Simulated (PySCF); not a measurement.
**Converging PbS in the basis (PBE0)**

PySCF, UKS reference; singlet, unpaired electrons none; De to Pb + S without counterpoise correction.

```tsv
basis	relativity	functions	Re (Å)	ωe (cm⁻¹)	De (eV)	μ (D)
def2-SVP	scalar-relativistic core potentials	44	2.308	451	4.47	-3.92
def2-SVPD	scalar-relativistic core potentials	59	2.316	443	4.51	-4.45
cc-pVTZ-PP/cc-pV(T+d)Z	scalar-relativistic core potentials	78	2.288	454	4.58	-4.09
def2-TZVPP	scalar-relativistic core potentials	92	2.282	454	4.62	-4.15
```

Question: How does each smaller set differ from the one with most functions, def2-TZVPP?

Answer: def2-SVP: +2.6 pm, -0.7 % in ωe, -0.15 eV in De; def2-SVPD: +3.4 pm, -2.4 % in ωe, -0.11 eV in De; cc-pVTZ-PP/cc-pV(T+d)Z: +0.6 pm, +0.0 % in ωe, -0.04 eV in De. All at PBE0; the set with most functions is neither the basis-set limit nor always the best.

A positive dipole means Pb(−)S(+). Measured (Huber and Herzberg, Constants of Diatomic Molecules (1979)): Re = 2.286863 Å, ωe = 429.4 cm⁻¹. These are scalar-relativistic numbers at best; spin–orbit coupling would shift them, the dissociation energy most.
